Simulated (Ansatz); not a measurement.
Basis sets compared for In9Sb9H24, a nanocrystal cut from wurtzite InSb (hydrogen-capped). Charge 0, multiplicity 1. Geometry PBE-D4/def2-SVP. Ansatz on 5 threads of AMD EPYC 7R13 on a shared host and a share (37 GiB) of an NVIDIA H100 80GB HBM3; times are rough, and most runs start from earlier orbitals.

```xyz
42

In    1.098    5.711    0.235
Sb    1.137    4.309    2.837
Sb    0.481    3.234   -1.109
In    2.608    1.341   -1.095
In    0.673    1.521    3.383
Sb    2.435    0.217    1.555
Sb    1.896   -0.864   -2.751
In    4.028   -2.765   -3.161
In    2.100   -2.612    1.727
Sb    3.861   -3.590   -0.328
In   -2.125    2.228   -0.556
Sb   -1.792    1.012    2.038
Sb   -2.632   -0.015   -2.235
In   -0.646   -2.055   -2.271
In   -2.466   -1.753    2.250
Sb   -0.472   -2.814    0.505
In   -5.338   -1.007   -2.090
Sb   -4.864   -1.948    0.671
H     2.758    6.139   -0.038
H    -0.318    6.712    0.318
H     2.599    4.653    3.677
H     0.126    5.122    3.967
H     0.365    3.628   -2.784
H     4.193    2.007   -1.392
H     0.781    1.069    5.062
H     3.989    0.476    2.248
H     1.650   -0.101   -4.277
H     5.551   -1.938   -3.270
H     3.437   -4.143   -4.037
H     2.303   -3.348    3.293
H     5.418   -3.527    0.403
H     3.717   -5.300   -0.212
H    -3.390    3.431   -0.526
H    -2.959    1.784    3.042
H    -2.469    0.671   -3.808
H    -1.019   -3.432   -3.275
H    -2.575   -2.432    3.851
H    -0.788   -4.507    0.522
H    -6.448    0.315   -1.900
H    -5.485   -2.470   -3.013
H    -6.095   -1.359    1.720
H    -5.323   -3.599    0.824
```

In the def2 sets In, Sb take a core potential; there is no spin–orbit coupling. Single mean-field runs in def2-SVP, def2-TZVP are fitted with def2-universal-jkfit.

Binding counts from free atoms (In doublet, Sb quartet, H doublet) in the same basis, without a counterpoise term.

```json
{"level": "PBE-D4/def2-SVP", "functions": "588", "energy (Eh)": "-3888.1687", "HOMO (eV)": "-5.64", "LUMO (eV)": "-2.74", "binding per atom (eV)": "2.19", "wall time": "7 s"}
{"level": "PBE0-D4/def2-SVP", "functions": "588", "energy (Eh)": "-3888.3198", "HOMO (eV)": "-6.49", "LUMO (eV)": "-2.12", "binding per atom (eV)": "2.18", "wall time": "9 s"}
```

Problem. Estimate the rows for PBE-D4/def2-TZVP, PBE0-D4/def2-TZVP (with forces).

Solution. 
| level | functions | energy (Eh) | HOMO (eV) | LUMO (eV) | binding per atom (eV) | wall time |
| --- | --- | --- | --- | --- | --- | --- |
| PBE-D4/def2-TZVP | 1044 | -3888.3207 | -5.70 | -2.84 | 2.21 | 11 s |
| PBE0-D4/def2-TZVP (with forces) | 1044 | -3888.4518 | -6.52 | -2.19 | 2.20 | 19 s |
